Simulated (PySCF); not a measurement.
H$_{12}$MgO$_{6}$ (SMILES [OH2]->[Mg+2](<-[OH2])(<-[OH2])(<-[OH2])(<-[OH2])<-[OH2]), charge +2, singlet, at a GFN2-xTB geometry (such geometries of metal compounds can be far from the true shape). Base run: TPSS/STO-3G (PySCF).

PySCF was given this input:
```python
from pyscf import gto, scf, dft

mol = gto.Mole()
mol.atom = '''
    Mg   -0.00000000    0.00000000    0.00000000
    O    -0.67410002    1.61759197   -0.90674974
    H    -1.47643835    1.68900628   -1.43316959
    H    -0.26435890    2.48826645   -0.90842274
    O     1.54915358    1.02153103    0.67067670
    H     1.60152104    1.50787032    1.49934817
    H     2.39901627    1.13013345    0.23260869
    O     1.01927525   -0.48278389   -1.61901432
    H     1.57980187   -1.25618434   -1.73574607
    H     1.05237658    0.00944227   -2.44519975
    O    -1.01927525    0.48278389    1.61901432
    H    -1.57980187    1.25618434    1.73574607
    H    -1.05237658   -0.00944227    2.44519975
    O    -1.54915358   -1.02153103   -0.67067670
    H    -1.60152104   -1.50787032   -1.49934817
    H    -2.39901627   -1.13013345   -0.23260869
    O     0.67410002   -1.61759197    0.90674974
    H     0.26435890   -2.48826645    0.90842274
    H     1.47643835   -1.68900628    1.43316959
'''
mol.basis = 'sto-3g'
mol.charge = 2
mol.verbose = 4
mol.build()

mf = dft.RKS(mol)
mf.xc = 'tpss'
mf.kernel()
```

Each row names what was changed in the base input (with any setting that the change needs).

```
change                                           ΔE vs base (mEh)  fitting functions        outcome
-----------------------------------------------  ----------------  -----------------  -------------
base                                                        0.000                  -      converged
auxbasis = cc-pvdz-jkfit                                        -                  -  input refused
auxbasis = autoaux                                         -7.549                578      converged
auxbasis = def2-universal-jkfit                            -3.128                790      converged
auxbasis = cc-pvqz-jkfit                                        -                  -  input refused
auxbasis = even-tempered beta=2.0                          -8.005                433      converged
auxbasis = def2-universal-jfit                             -4.667                482      converged
auxbasis = even-tempered beta=3.0                         -25.004                284      converged
auxbasis = def2-tzvp-ri                                    -6.756                728      converged
auxbasis = default (with mf = mf.density_fit())            -3.128                790      converged
```

A fitting set is made for a task (jfit for Coulomb, jkfit for Coulomb and exchange, ri for correlation) and for a family of orbital bases.

- auxbasis = cc-pvdz-jkfit: ended with `pyscf.lib.exceptions.BasisNotFoundError: Basis set not found for Mg in cc-pvdz-jkfit`
- auxbasis = cc-pvqz-jkfit: ended with `pyscf.lib.exceptions.BasisNotFoundError: Basis set not found for Mg in cc-pvqz-jkfit`
